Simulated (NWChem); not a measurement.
System: SiH3Cl; SMILES Cl[SiH3]

Excerpt of the output:

```
             Northwest Computational Chemistry Package (NWChem) 7.3.0
             --------------------------------------------------------

                             Geometry "geometry" -> ""
                             -------------------------

 Output coordinates in angstroms (scale by  1.889725989 to convert to a.u.)

  No.       Tag          Charge          X              Y              Z
 ---- ---------------- ---------- -------------- -------------- --------------
    1 Si                  14.0000     0.00000000     0.00000000    -0.95995400
    2 Cl                  17.0000     0.00000000     0.00000000     1.10781600
    3 H                    1.0000    -0.78722500    -1.16859300    -1.44203700
    4 H                    1.0000     1.40564300    -0.09746100    -1.44203700
    5 H                    1.0000    -0.61841800     1.26605300    -1.44203700

 Effective nuclear repulsion energy (a.u.)      85.7469330851

  pbe96 is a nonlocal functional; adding pw91lda local functional.
                              NWChem Property Module
                              ----------------------

  itol2e modified to match energy
  convergence criterion.

                                 NWChem DFT Module
                                 -----------------

 Summary of "ao basis" -> "ao basis" (spherical)
 ------------------------------------------------------------------------------
       Tag                 Description            Shells   Functions and Types
 ---------------- ------------------------------  ------  ---------------------
 Si                          6-31g*                  8       18   4s3p1d
 Cl                          6-31g*                  8       18   4s3p1d
 H                           6-31g*                  2        2   2s

  itol2e modified to match energy
  convergence criterion.

            General Information
            -------------------
          SCF calculation type: DFT
          Wavefunction type:  closed shell.
          No. of atoms     :     5
          No. of electrons :    34
           Alpha electrons :    17
            Beta electrons :    17
          Charge           :     0
          Spin multiplicity:     1
          Use of symmetry is: off; symmetry adaption is: off
          Maximum number of iterations: 150
          AO basis - number of functions:    42
                     number of shells:    22
          Convergence on energy requested:  1.00D-07
          Convergence on density requested:  1.00D-05
          Convergence on gradient requested:  5.00D-04

              XC Information
              --------------
          PerdewBurkeErnzerhof Exchange Functional  1.000
            Perdew 1991 LDA Correlation Functional  1.000 local
           PerdewBurkeErnz. Correlation Functional  1.000 non-local

             Grid Information
             ----------------
          Grid used for XC integration:  fine
          Radial quadrature: Mura-Knowles
          Angular quadrature: Lebedev.
          Tag              B.-S. Rad. Rad. Pts. Rad. Cut. Ang. Pts.
          ---              ---------- --------- --------- ---------
          Si                  1.10      123           8.0       770
          Cl                  1.00      123           9.0       770
          H                   0.35       60           9.0       590
          Grid pruning is: on
          Number of quadrature shells:   426
          Spatial weights used:  Erf1

      Superposition of Atomic Density Guess
      -------------------------------------

 Sum of atomic energies:        -749.76258786

      Non-variational initial energy
      ------------------------------

 Total energy =    -750.173091
 1-e energy   =   -1207.663791
 2-e energy   =     371.743767
 HOMO         =      -0.389745
 LUMO         =       0.046443

   convergence    iter        energy       DeltaE   RMS-Dens  Diis-err
 ---------------- ----- ----------------- --------- --------- ---------
 d= 0,ls=0.0,diis     1   -751.1060817889 -8.37D+02  2.16D-02  2.44D-01
 d= 0,ls=0.0,diis     2   -751.0969573559  9.12D-03  1.48D-02  2.25D-01
 d= 0,ls=0.0,diis     3   -751.1334878847 -3.65D-02  3.81D-03  2.03D-02
 d= 0,ls=0.0,diis     4   -751.1367247533 -3.24D-03  8.64D-04  9.88D-04
 d= 0,ls=0.0,diis     5   -751.1368827806 -1.58D-04  1.23D-04  1.86D-05
  Resetting Diis
 d= 0,ls=0.0,diis     6   -751.1368861769 -3.40D-06  1.76D-05  4.12D-07
 d= 0,ls=0.0,diis     7   -751.1368862620 -8.50D-08  4.79D-06  9.93D-09

[...]

          -----------------------
          Electric field gradient
          -----------------------

 1 a.u. = 0.324123 10**(16) esu/cm**3  ( or statvolts/cm**2 ) = 0.97174 10**(22) v/m**2

 ------------------------------------------------------------
   Atom      X         Y         Z
 ------------------------------------------------------------
    1 Si   0.00000   0.00000  -1.81405
 ------------------------------------------------------------

 Electric field gradient in molecular frame (a.u.)
         XX             YY             ZZ             XY             XZ             YZ
 ------------------------------------------------------------------------------------------
        0.328061       0.328062      -0.656123      -0.000001      -0.000000       0.000000

 Principal components (a.u.) and orientation
 of principal axis w.r.t. absolute frame                      Asymmetry parameter eta
 --------------------------------------------------------------------------------------
       -0.656123       0.328062       0.328061                       0.000003

        0.000000      -0.466748       0.884390
       -0.000000       0.884390       0.466748
        1.000000       0.000000      -0.000000

 ------------------------------------------------------------
   Atom      X         Y         Z
 ------------------------------------------------------------
    2 Cl   0.00000   0.00000   2.09347
 ------------------------------------------------------------

 Electric field gradient in molecular frame (a.u.)
         XX             YY             ZZ             XY             XZ             YZ
 ------------------------------------------------------------------------------------------
        1.108823       1.108822      -2.217646      -0.000000       0.000000       0.000001

 Principal components (a.u.) and orientation
 of principal axis w.r.t. absolute frame                      Asymmetry parameter eta
 --------------------------------------------------------------------------------------
       -2.217646       1.108823       1.108822                       0.000001

       -0.000000       0.995000       0.099871
       -0.000000      -0.099871       0.995000
        1.000000       0.000000       0.000000

 ------------------------------------------------------------
   Atom      X         Y         Z
 ------------------------------------------------------------
    3 H   -1.48764  -2.20832  -2.72505
 ------------------------------------------------------------

 Electric field gradient in molecular frame (a.u.)
         XX             YY             ZZ             XY             XZ             YZ
 ------------------------------------------------------------------------------------------
        0.013519      -0.061770       0.048251      -0.092858      -0.037354      -0.055450

 Principal components (a.u.) and orientation
 of principal axis w.r.t. absolute frame                      Asymmetry parameter eta
 --------------------------------------------------------------------------------------
       -0.147194       0.076073       0.071122                       0.033637

        0.528630       0.829367      -0.180835
        0.784723      -0.558705      -0.268438
        0.323667       0.000001       0.946171

 ------------------------------------------------------------
   Atom      X         Y         Z
 ------------------------------------------------------------
    4 H    2.65628  -0.18417  -2.72505
 ------------------------------------------------------------

 Electric field gradient in molecular frame (a.u.)
         XX             YY             ZZ             XY             XZ             YZ
 ------------------------------------------------------------------------------------------
       -0.123365       0.075114       0.048251       0.013828       0.066698      -0.004625

 Principal components (a.u.) and orientation
 of principal axis w.r.t. absolute frame                      Asymmetry parameter eta
 --------------------------------------------------------------------------------------
       -0.147195       0.076073       0.071122                       0.033637

        0.943905       0.069169       0.322892
       -0.065446       0.997605      -0.022388
       -0.323667      -0.000000       0.946171

 ------------------------------------------------------------
   Atom      X         Y         Z
 ------------------------------------------------------------
    5 H   -1.16864   2.39249  -2.72505
 ------------------------------------------------------------

 Electric field gradient in molecular frame (a.u.)
         XX             YY             ZZ             XY             XZ             YZ
 ------------------------------------------------------------------------------------------
        0.037470      -0.085721       0.048251       0.079030      -0.029344       0.060075

 Principal components (a.u.) and orientation
 of principal axis w.r.t. absolute frame                      Asymmetry parameter eta
 --------------------------------------------------------------------------------------
       -0.147195       0.076073       0.071122                       0.033637

       -0.415275       0.898536      -0.142057
        0.850168       0.438900       0.290827
       -0.323667      -0.000001       0.946171
```

Level: PBE/6-31G* (spherical d). All runs use the structure optimised with PBE0/def2-SVP. NWChem prints the field gradient with the sign opposite to the second derivative of the potential.

Task: Write an input that gives this output.

Result: Several could match; the one computed here: the input that was run:
```
start job
memory heap 200 mb stack 900 mb global 1100 mb
geometry units angstroms noautosym nocenter noautoz
  Si     0.000000     0.000000    -0.959954
  Cl     0.000000     0.000000     1.107816
  H     -0.787225    -1.168593    -1.442037
  H      1.405643    -0.097461    -1.442037
  H     -0.618418     1.266053    -1.442037
end
basis spherical
  * library 6-31g*
end
dft
  xc xpbe96 cpbe96
  iterations 150
end
property
  efieldgrad
end
task dft property
```
